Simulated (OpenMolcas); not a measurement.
Computed levels of 4d³ in ions with 39 electrons, in cm-1 above ⁴F_3/2.

```yaml
Program: OpenMolcas
Method: CASSCF
Basis: ANO-RCC-VTZP
Scalar_Hamiltonian: DKH2, point nucleus
Spin-orbit_coupling: state interaction with AMFI integrals over the reference wave functions, term energies averaged over their components
```

Active space for each ion: 3 electrons in 10 orbitals (4d 5d).

```
 Level   Nb2+   Tc4+   Ru5+   Rh6+   Pd7+
⁴F_5/2    508   1041   1392   1828   2409
⁴F_7/2   1174   2357   3117   4040   5238
⁴F_9/2   1963   3854   5035   6437   8210
⁴P_1/2  11004  14648  16370  18017  19769
⁴P_3/2  11115  14707  16348  17850  19363
²G_7/2  11676  16010  18132  20201  22477
⁴P_5/2  11840  16313  18571  20872  23473
²G_9/2  12238  16888  19135  21294  23622
²P_1/2  15317  20914  23666  26378  29388
```

**Question.** Estimate ⁴F_9/2, ⁴P_1/2, ⁴P_3/2 for Mo3+ from its neighbours Nb2+ and Tc4+.

**Answer.** ⁴F_9/2 is fine structure, which grows about as the fourth power of a screened charge, so the fourth roots are averaged: ((1963^0.25 + 3854^0.25) / 2)^4 = 2790. The calculation gives 2824, so the estimate is off by -1.2 %; the measured value is 2865 (Sugar and Musgrove, J. Phys. Chem. Ref. Data 17, 155 (1988)).
⁴P_1/2 is another term, which grows about linearly with the charge: (11004 + 14648) / 2 = 12826. The calculation gives 13005, so the estimate is off by -1.4 %; the measured value is 10338 (Sugar and Musgrove, J. Phys. Chem. Ref. Data 17, 155 (1988)).
⁴P_3/2 is another term, which grows about linearly with the charge: (11115 + 14707) / 2 = 12911. The calculation gives 13111, so the estimate is off by -1.5 %; the measured value is 10331 (Sugar and Musgrove, J. Phys. Chem. Ref. Data 17, 155 (1988)).

Mixed levels, with the weight of the term that names them: Ru5+ ²G_9/2 (74 %), Rh6+ ²G_9/2 (68 %), Pd7+ ⁴P_3/2 (75 %), Pd7+ ²G_9/2 (60 %).

Without dynamic correlation excited terms often stand tens of per cent too high (terms of higher spin than the ground term too low), and those without a measured partner can miss by more than the paired ones. Active for correlation alone: 5d; no level in the range computed is led by a configuration that fills it, so any true level of that kind is missing. Measured partners are found by configuration, term and J. A level has none where our copy of the source lacks it or the pairing is in doubt (some pairs that miss far off the trend of their configuration count as doubtful), and it then counts in no deviation. Only configurations of the active space appear.
